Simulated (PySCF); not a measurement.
Computed Raman spectrum (relative Raman activity) of a molecule C2H8AlNO. Coordinates come from a PBE0-D3(BJ)/def2-SVP optimisation. One conformer was computed; it need not be the lowest. Computed with PBE0-D3(BJ)/def2-SVP in PySCF. Frequencies are harmonic and unscaled.

Lines under 2 % of the strongest are left out, and lines within 2 cm⁻¹ are merged.

```tsv
ν (cm⁻¹)	relative intensity
582	2.1
653	8.3
741	5.7
852	2.7
953	3.8
1109	2.7
1258	2.6
1312	5.8
1415	2.9
1454	11
1471	14
1505	4.9
1527	3.2
1992	72
2999	78
3048	100
3058	86
3143	32
3155	51
3617	92
3709	54
```

### Question
Which structure fits?
A) CC[O][AlH][NH2]
B) C[NH][Al]([CH3])[OH]
C) C[N](C)[AlH][OH]
D) C[CH2][Al]([NH2])[OH]

### Answer
A, CC[O][AlH][NH2]
